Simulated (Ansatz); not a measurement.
Cost and result for the atomization energy of C₃H₇FSn (`F[CH]1C[CH2][SnH2]1`) (12 atoms, 12 bonds).

Cartesian coordinates in Å:
```
F -0.269 2.003 1.378
C -0.433 1.106 0.347
C 0.885 0.632 -0.271
C 0.569 -0.765 -0.836
Sn -1.013 -0.988 0.634
H -1.087 1.572 -0.396
H 1.612 0.542 0.542
H 1.302 1.332 -1.005
H 0.147 -0.729 -1.841
H 1.405 -1.461 -0.830
H -0.553 -1.711 2.111
H -2.565 -1.534 0.169
```

Total charge 0; spin multiplicity 1. Correlated methods include outer-core shells of Sn, which these sets cover unevenly. Sn takes the def2 core potential. The geometry is a stationary point of PBE0-D4/def2-TZVP. Program: Ansatz. All runs use 4 threads of an Intel Xeon Platinum 8488C on a shared host. Times are those of one run each, without the atoms' runs, and a repeat can differ threefold. Electronic energies, without spin–orbit coupling; frozen cores. CCSD(T)/CBS adds CCSD(T) − MP2 in def2-TZVPP to the MP2 limit, and its time is that of the two runs behind it. T1 = 0.012. With those shells the extrapolation isn't a true limit. B3LYP takes the VWN-RPA correlation (the form of Gaussian; ORCA's B3LYP/G).

CCSD(T)/CBS is a level of theory with its own doubt, some kJ/mol a heavy atom from the limit and from the frozen cores, so smaller differences don't rank the functionals.

```json
{"level": "PBE-D4/def2-TZVPP (with forces)", "functions": "272", "wall time": "2.5 s", "atomization (kJ/mol)": "4323.5", "difference from CCSD(T)/CBS": "75.2", "per bond": "6.3"}
{"level": "PBE0-D4/def2-TZVPP", "functions": "272", "wall time": "3.3 s", "atomization (kJ/mol)": "4251.0", "difference from CCSD(T)/CBS": "2.7", "per bond": "0.2"}
{"level": "r2SCAN-D4/def2-TZVPP (with forces)", "functions": "272", "wall time": "4 s", "atomization (kJ/mol)": "4240.4", "difference from CCSD(T)/CBS": "-7.9", "per bond": "-0.7"}
{"level": "B3LYP-D4/def2-TZVPP (with forces)", "functions": "272", "wall time": "5.5 s", "atomization (kJ/mol)": "4216.1", "difference from CCSD(T)/CBS": "-32.2", "per bond": "-2.7"}
{"level": "B2PLYP/def2-TZVPP", "functions": "272", "wall time": "5.5 s", "atomization (kJ/mol)": "4173.5", "difference from CCSD(T)/CBS": "-74.8", "per bond": "-6.2"}
{"level": "ωB97X-V/def2-TZVPP", "functions": "272", "wall time": "7.5 s", "atomization (kJ/mol)": "4251.8", "difference from CCSD(T)/CBS": "3.5", "per bond": "0.3"}
{"level": "ωB97M-V/def2-TZVPP (with forces)", "functions": "272", "wall time": "9 s", "atomization (kJ/mol)": "4237.6", "difference from CCSD(T)/CBS": "-10.7", "per bond": "-0.9"}
{"level": "MP2/def2-QZVPP", "functions": "520", "wall time": "24 s", "atomization (kJ/mol)": "4246.1", "difference from CCSD(T)/CBS": "-2.2", "per bond": "-0.2"}
{"level": "CCSD(T)/def2-TZVPP", "functions": "272", "wall time": "3.5 min", "atomization (kJ/mol)": "4143.2", "difference from CCSD(T)/CBS": "-105.1", "per bond": "-8.8"}
{"level": "CCSD(T)/CBS(def2)", "functions": "–", "wall time": "3.9 min", "atomization (kJ/mol)": "4248.3", "difference from CCSD(T)/CBS": "0.0", "per bond": "0.0"}
```

The D4 term adds +41.2 kJ/mol with B3LYP and +21.4 kJ/mol with PBE0; it sums over pairs of atoms, weighted by their polarisabilities, and B3LYP, whose exchange is more repulsive, gets the larger term. In def2-TZVPP, CCSD(T) changes the Hartree–Fock value by +1102.4 kJ/mol (the triples alone add +67.9 kJ/mol) and MP2 by +1143.3 kJ/mol; breaking electron pairs costs correlation energy, which Hartree–Fock lacks. From PBE to PBE0 (25 % exact exchange), in def2-TZVPP and without D4, the atomization energy moves by −68.5 kJ/mol: exact exchange takes away binding that semilocal exchange gives to molecules.

Spin–orbit coupling would lower the free Sn atoms strongly, and the atomization energy with them, by more than many differences here. For some Ge, Se and Sn compounds the MP2-based and the directly extrapolated limit differ by 10 to 25 kJ/mol.
